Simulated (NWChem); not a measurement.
All runs are NWChem calculations. System: FS, charge 0, spin multiplicity 2, optimised in this run. The structure started from a generated list of species. Its SCF solution wasn't tested for a lower state. Level: UB3LYP/def2-SVP.

Job file:

```
start mol
memory heap 200 mb stack 900 mb global 1100 mb
geometry units angstroms
  S      0.000000     0.000000     0.585537
  F      0.000000     0.000000    -1.040954
  symmetry group C2v
end
basis spherical
  * library def2-svp
end
dft
  xc b3lyp
  odft
  mult 2
  semidirect memsize 60000000 filesize 0
  iterations 100
end
driver
  maxiter 80
end
task dft optimize
task dft freq
```

Part of the output:

```
             Northwest Computational Chemistry Package (NWChem) 7.3.0
             --------------------------------------------------------

                                NWChem Input Module
                                -------------------

 Scaling coordinates for geometry "geometry" by  1.889725989
 (inverse scale =  0.529177249)

 Turning off AUTOSYM since
 SYMMETRY directive was detected!

          ------
          auto-z
          ------

                             Geometry "geometry" -> ""
                             -------------------------

 Output coordinates in angstroms (scale by  1.889725989 to convert to a.u.)

  No.       Tag          Charge          X              Y              Z
 ---- ---------------- ---------- -------------- -------------- --------------
    1 S                   16.0000     0.00000000     0.00000000     0.58553676
    2 F                    9.0000     0.00000000     0.00000000    -1.04095424

 Effective nuclear repulsion energy (a.u.)      46.8502585357

            Nuclear Dipole moment (a.u.)
            ----------------------------
        X                 Y               Z
 ---------------- ---------------- ----------------
     0.0000000000     0.0000000000     0.0000000000

      Symmetry information
      --------------------

 Group name             C2v
 Group number             16
 Group order               4
 No. of unique centers     2

      Symmetry unique atoms

     1    2


 Summary of "ao basis" -> "" (spherical)
 ------------------------------------------------------------------------------
       Tag                 Description            Shells   Functions and Types
 ---------------- ------------------------------  ------  ---------------------
 *                          def2-svp                  on all atoms

                           NWChem Geometry Optimization
                           ----------------------------

 maximum gradient threshold         (gmax) =   0.000450
 rms gradient threshold             (grms) =   0.000300
 maximum cartesian step threshold   (xmax) =   0.001800
 rms cartesian step threshold       (xrms) =   0.001200
 fixed trust radius                (trust) =   0.300000
 maximum step size to saddle      (sadstp) =   0.100000
 energy precision                  (eprec) =   5.0D-06
 maximum number of steps          (nptopt) =   80
 initial hessian option           (inhess) =    0
 line search option               (linopt) =    1
 hessian update option            (modupd) =    1
 saddle point option              (modsad) =    0
 initial eigen-mode to follow     (moddir) =    0
 initial variable to follow       (vardir) =    0
 follow first negative mode     (firstneg) =    T
 apply conjugacy                    (opcg) =    F
 source of zmatrix                         =   autoz

          -------------------
          Energy Minimization
          -------------------

 Names of Z-matrix variables
    1

 Variables with the same non-blank name are constrained to be equal

 Using diagonal initial Hessian
 Scaling for Hessian diagonals: bonds = 1.00  angles = 0.25  torsions = 0.10

          --------
          Step   0
          --------

                         Geometry "geometry" -> "geometry"
                         ---------------------------------

 Output coordinates in angstroms (scale by  1.889725989 to convert to a.u.)

  No.       Tag          Charge          X              Y              Z
 ---- ---------------- ---------- -------------- -------------- --------------
[...]
    F        2  0.0000000D+00  0.0000000D+00 -1.9687414D+00  1.8998400D+01
 --------------------------------------------------------------------------

          ----------------------------------------------------
          MASS-WEIGHTED NUCLEAR HESSIAN (Hartree/Bohr/Bohr/Kamu)
          ----------------------------------------------------

               1            2            3            4            5            6
   ----- ----- ----- ----- -----
    1    3.48109D-03
    2   -3.26012D-05 -4.10907D-05
    3    4.36429D-05  4.00779D-05  9.94694D+00
    4    1.88131D-03 -6.36578D-08 -1.83825D-07  1.97339D-03
    5   -8.08541D-08  1.82585D-03  1.96971D-07  1.31002D-08 -1.01354D-03
    6   -1.11303D-07 -6.81324D-07 -1.29016D+01  2.13689D-07  8.32281D-07  1.67384D+01


 ----------------------------------------------------------------------------
 Normal Eigenvalue ||         Derivative Dipole Moments (debye/angs)
  Mode   [cm**-1]  ||      [d/dqX]             [d/dqY]           [d/dqZ]
 ------ ---------- || ------------------ ------------------ -----------------
    1       -7.992 ||      -0.001              -0.200             0.000
    2        4.300 ||       0.199              -0.001            -0.000
    3        5.995 ||      -0.005               0.000            -0.000
    4        6.546 ||       0.004               0.001             0.000
    5       11.209 ||       0.012              -0.000            -0.000
    6      839.706 ||      -0.000              -0.000            -1.191
 ----------------------------------------------------------------------------

 ----------------------------------------------------------------------------
 Normal Eigenvalue ||                 Infra Red Intensities
  Mode   [cm**-1]  || [atomic units] [(debye/angs)**2] [(KM/mol)] [arbitrary]
 ------ ---------- || -------------- ----------------- ---------- -----------
    1       -7.992 ||    0.001732           0.040         1.689       1.600
    2        4.300 ||    0.001724           0.040         1.681       1.592
    3        5.995 ||    0.000001           0.000         0.001       0.001
    4        6.546 ||    0.000001           0.000         0.001       0.001
    5       11.209 ||    0.000007           0.000         0.007       0.006
    6      839.706 ||    0.061506           1.419        59.959      56.800
 ----------------------------------------------------------------------------

        Vibrational analysis via the FX method
  --- with translations and rotations projected out ---
  --- via the Eckart algorithm                      ---
 Dependent rotation vector no.                    3
  found in ECKART; assuming linear geometry
 Projected Nuclear Hessian trans-rot subspace norm:1.2326D-32
                         (should be close to zero!)

          --------------------------------------------------------
          MASS-WEIGHTED PROJECTED HESSIAN (Hartree/Bohr/Bohr/Kamu)
          --------------------------------------------------------

               1            2            3            4            5            6
   ----- ----- ----- ----- -----
    1    0.00000D+00
    2   -6.62323D-21  0.00000D+00
    3    6.62323D-21 -6.62323D-21  9.94596D+00
    4    0.00000D+00  0.00000D+00  5.09943D-21  0.00000D+00
    5    1.67813D-23  0.00000D+00 -1.14113D-21  2.72122D-24  0.00000D+00
    6   -2.18157D-22  2.81926D-21 -1.29025D+01 -6.61800D-21  1.21911D-21  1.67379D+01

 center of mass
 --------------
 x =   0.00000000 y =   0.00000000 z =  -0.03872474

 moments of inertia (a.u.)
 ------------------
         112.820238121083           0.000000000000           0.000000000000
           0.000000000000         112.820238121083           0.000000000000
           0.000000000000           0.000000000000           0.000000000000

 Rotational Constants
 --------------------
 A=   0.000000 cm-1  (  0.000000 K)
 B=   0.533594 cm-1  (  0.767705 K)
 C=   0.533594 cm-1  (  0.767705 K)

 Temperature                      =   298.15K
 frequency scaling parameter      =   1.0000

 Linear Molecule

 Zero-Point correction to Energy  =    1.200 kcal/mol  (  0.001912 au)
 Thermal correction to Energy     =    2.723 kcal/mol  (  0.004339 au)
 Thermal correction to Enthalpy   =    3.315 kcal/mol  (  0.005283 au)

 Total Entropy                    =   51.698 cal/mol-K
   - Translational                =   37.692 cal/mol-K (mol. weight =  50.9705)
   - Rotational                   =   13.829 cal/mol-K (symmetry #  =        1)
   - Vibrational                  =    0.177 cal/mol-K

 Cv (constant volume heat capacity) =    5.553 cal/mol-K
   - Translational                  =    2.979 cal/mol-K
   - Rotational                     =    1.986 cal/mol-K
   - Vibrational                    =    0.587 cal/mol-K


 ----------------------------------------------------------------------------
 Normal Eigenvalue ||    Projected Derivative Dipole Moments (debye/angs)
  Mode   [cm**-1]  ||      [d/dqX]             [d/dqY]           [d/dqZ]
 ------ ---------- || ------------------ ------------------ -----------------
    1        0.000 ||       0.122              -0.000             0.000
    2        0.000 ||       0.000               0.122            -0.000
    3        0.000 ||       0.000               0.000             0.000
    4        0.000 ||      -0.158               0.000            -0.000
    5        0.000 ||       0.000              -0.158             0.000
    6      839.708 ||       0.000              -0.000            -1.191
 ----------------------------------------------------------------------------

 ----------------------------------------------------------------------------
 Normal Eigenvalue ||           Projected Infra Red Intensities
  Mode   [cm**-1]  || [atomic units] [(debye/angs)**2] [(KM/mol)] [arbitrary]
 ------ ---------- || -------------- ----------------- ---------- -----------
    1        0.000 ||    0.000646           0.015         0.630       0.597
    2        0.000 ||    0.000646           0.015         0.630       0.596
    3        0.000 ||    0.000000           0.000         0.000       0.000
    4        0.000 ||    0.001086           0.025         1.059       1.003
    5        0.000 ||    0.001086           0.025         1.059       1.003
    6      839.708 ||    0.061506           1.419        59.959      56.800
 ----------------------------------------------------------------------------

 Task  times  cpu:       11.0s     wall:       11.0s

 Total times  cpu:       13.6s     wall:       13.6s
```
